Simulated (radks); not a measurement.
Values are calculated unless marked as measured or tabulated.
These are the eigenvalues of the occupied orbitals of an atom or ion with whole-number occupations (hartree). Code: a radial shooting solver on a logarithmic mesh with Libxc functionals. Model: scalar-relativistic Kohn-Sham, r2SCAN, spin-polarised, spherical densities, finite nucleus; meta-GGA in the generalised Kohn-Sham scheme; Fermi nuclear charge, rms radius of each element as measured or else 0.836 A^(1/3) + 0.57 fm.

orbital  eigenvalue
1s up     -2482.844
1s down   -2482.785
2s up     -491.3077
2s down   -491.0648
2p up     -441.2595
2p down   -441.0598
3s up     -168.8635
3s down   -168.5870
3p up     -153.7566
3p down   -153.4624
3d up     -136.7188
3d down   -136.3616
4s up     -82.11854
5s up     -48.84409

Which element is it, and in what charge state? The configuration may be excited. Open shells, if any, are filled with parallel spins first.

Answer. Z = 72, hafnium, charge +43: Hf43+ in [Ar] 3d9 4s1 5s1. The list shows which subshells hold electrons but not how many an open one holds; the 1s level, -2482.8 hartree, gives Z - s = 70.5 by -(Z - s)^2/2, which with screening and relativity narrows Z to a few neighbours, and the depths of the outer levels then fix element, charge and occupations together.
